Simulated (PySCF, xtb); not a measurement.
SiBrCl₃, SMILES [Si](Cl)(Cl)(Br)Cl.

Harmonic wavenumbers (cm⁻¹) from GFN2-xTB (xtb 6.7.1) at its own minimum, in rising order: 105, 105, 157, 163, 164, 343, 490, 526, 526.

Question: What does PBE-D3(BJ)/def2-SVP (PySCF) give at its own minimum? (Estimate from the structure and the level; the computed values follow.)

Answer: 122, 122, 177, 192, 192, 352, 544, 609, 609. Paired by order, the mean absolute difference is 38 cm⁻¹ and the zero-point energies are 3.7 and 4.2 kcal/mol.
